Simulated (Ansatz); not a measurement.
`Sc1ccc(-c2ccc(-c3ccc(-c4ccc(S)o4)o3)o2)o1` with charge +1. Charge 1, multiplicity 2. Geometry PBE-D4/def2-SVP, that of the neutral singlet; atoms count from 1.

```tsv
atom	x (Å)	y (Å)	z (Å)
S1	6.540	-1.455	-4.247
C2	4.837	-1.228	-3.918
C3	3.720	-1.486	-4.691
C4	2.584	-1.249	-3.862
C5	3.084	-0.849	-2.630
C6	2.455	-0.447	-1.406
C7	2.954	-0.039	-0.176
C8	1.825	0.227	0.647
C9	0.703	-0.037	-0.130
C10	-0.703	0.037	0.129
C11	-1.825	-0.227	-0.648
C12	-2.954	0.039	0.175
C13	-2.455	0.447	1.405
C14	-3.084	0.849	2.630
C15	-2.584	1.248	3.862
C16	-3.719	1.486	4.691
C17	-4.837	1.228	3.919
S18	-6.539	1.455	4.248
O19	-4.452	0.850	2.653
O20	-1.086	0.446	1.379
O21	1.085	-0.446	-1.380
O22	4.452	-0.849	-2.653
H23	6.920	-0.146	-4.126
H24	3.731	-1.801	-5.740
H25	1.525	-1.340	-4.125
H26	4.013	0.052	0.085
H27	1.815	0.570	1.687
H28	-1.816	-0.569	-1.687
H29	-4.014	-0.051	-0.085
H30	-1.525	1.340	4.125
H31	-3.730	1.801	5.740
H32	-6.919	0.146	4.128
```

Single mean-field runs in def2-TZVP are fitted with def2-universal-jkfit.

Problem. Estimate the Mulliken populations of the heavy atoms from the PBE0/def2-TZVP orbitals of Ansatz.

Solution. 
```tsv
atom	charge (e)	spin (α − β)
S1	-0.10	0.01
C2	0.09	0.14
C3	-0.14	-0.03
C4	-0.22	0.11
C5	0.17	-0.01
C6	0.30	0.14
C7	-0.17	0.02
C8	-0.19	0.09
C9	0.24	0.07
C10	0.24	0.07
C11	-0.19	0.09
C12	-0.17	0.02
C13	0.30	0.14
C14	0.17	-0.01
C15	-0.22	0.11
C16	-0.14	-0.03
C17	0.09	0.14
S18	-0.10	0.01
O19	-0.18	-0.01
O20	-0.20	-0.02
O21	-0.20	-0.02
O22	-0.18	-0.01
```
Mulliken values depend strongly on the basis.

Problem. Where does the spin sit?

Solution. Summed by element: S 0.03, C 1.04, O -0.06, H 0.00, of 1 unpaired in all. Largest on single atoms: C2 0.14, C17 0.14, C6 0.14.

Problem. And the Mayer bond orders between heavy atoms (over 0.3)?

Solution. S1–C2 1.21 (1.75 Å); C2–C3 1.50 (1.38 Å); C2–O22 1.12 (1.38 Å); C3–C4 1.33 (1.43 Å); C4–C5 1.43 (1.39 Å); C5–C6 1.09 (1.43 Å); C5–O22 1.09 (1.37 Å); C6–C7 1.37 (1.39 Å); C6–O21 1.11 (1.37 Å); C7–C8 1.35 (1.42 Å); C8–C9 1.37 (1.39 Å); C9–C10 1.15 (1.43 Å); C9–O21 1.10 (1.37 Å); C10–C11 1.37 (1.39 Å); C10–O20 1.10 (1.37 Å); C11–C12 1.35 (1.42 Å); C12–C13 1.37 (1.39 Å); C13–C14 1.09 (1.43 Å); C13–O20 1.11 (1.37 Å); C14–C15 1.43 (1.39 Å); C14–O19 1.09 (1.37 Å); C15–C16 1.33 (1.43 Å); C16–C17 1.50 (1.38 Å); C17–S18 1.21 (1.75 Å); C17–O19 1.12 (1.38 Å).
